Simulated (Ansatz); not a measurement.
Basis-set extrapolation for AlFH3NO2Si, SMILES `O[Si]1(O)[NH][Al]1[F]` (PBE0-D4/def2-TZVP geometry, frozen core, Ansatz). Multiplicity 1, RHF reference.

```json
{"": "HF", "def2-TZVPP": "-836.575347", "def2-QZVPP": "-836.606890"}
{"": "MP2 correlation", "def2-TZVPP": "-1.121517", "def2-QZVPP": "-1.215713"}
{"": "CCSD(T) correlation", "def2-TZVPP": "-1.177364", "def2-QZVPP": "not run"}
```

Energies in hartree. Use E(X) = E(∞) + A·exp(−7.88·√X) for Hartree–Fock and E(X) = E(∞) + B·X^(−2.97) for correlation, with X = 3 and 4, and add CCSD(T) minus MP2 of the smaller set to the MP2 limit.

Question: What is the CCSD(T) energy at the basis-set limit?

Answer: HF limit: -836.606890 + (-0.031543) × 0.13774 = -836.61123. MP2 limit: -1.215713 + (-0.094196) × 0.74074 = -1.28549. Higher-order term: -1.177364 − (-1.121517) = -0.05585. Total: -837.95257 hartree, 5.44 eV below CCSD(T)/def2-TZVPP.
